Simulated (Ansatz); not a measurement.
Ansatz (a first-principles code) input file for BH4N, SMILES BN, ωB97X-V/def2-TZVPD. The structure is a stationary point at B3LYP-D3(BJ)/def2-TZVP.

Ansatz 0.2 input:
```yaml
crystal:
  periodic: [false, false, false]
  atoms:
    - {symbol: B, position_ang: [0.00000000, 0.00000000, -0.77727587]}
    - {symbol: N, position_ang: [0.00000000, -0.00000000, 0.61031184]}
    - {symbol: H, position_ang: [0.00000000, -1.04289288, -1.35620076]}
    - {symbol: H, position_ang: [0.00000000, 1.04289289, -1.35620075]}
    - {symbol: H, position_ang: [0.00000000, 0.84140974, 1.16329897]}
    - {symbol: H, position_ang: [0.00000000, -0.84140974, 1.16329896]}
basis:
  gaussian:
    orbitals: def2-TZVPD
hamiltonian:
  xc: {name: wB97X-V}
```

Program output:

```
WARN ansatz: RAYON_NUM_THREADS=1 ignored (pool sized by the plan → 1); use --threads N
Functional definition: wB97X-V
integrals: 0.03 GiB planned
548 factors; their error is unknown
integrals: 0.06 GiB planned
244 factors; integrals over basis functions are off by at most 1.1e-5 eV
mean field: 0.38 GiB planned
mean field evaluation 1: about -2229.1771 eV, gradient 4.3e1 eV
mean field evaluation 2: about -2229.6789 eV, gradient 3.9e1 eV
mean field evaluation 4: about -2232.5296 eV, gradient 8.1e-1 eV
mean field evaluation 8: about -2232.5308 eV, gradient 2.3e-1 eV
mean field evaluation 16: about -2232.5309 eV, gradient 3.0e-5 eV
mean field -2232.53090148 eV, -82.0439973656 hartree, gradient 3.0e-5 eV, S^2 0.000000; 0 other end points of the search recorded, 0 dependent functions left out
reference -2232.53089957 eV, -82.0439972955 hartree; 8, 8 occupied and 102, 102 virtual orbitals, 548 factors
Total energy: -2232.53089957 eV, -82.0439972955 hartree
```

The run converged.
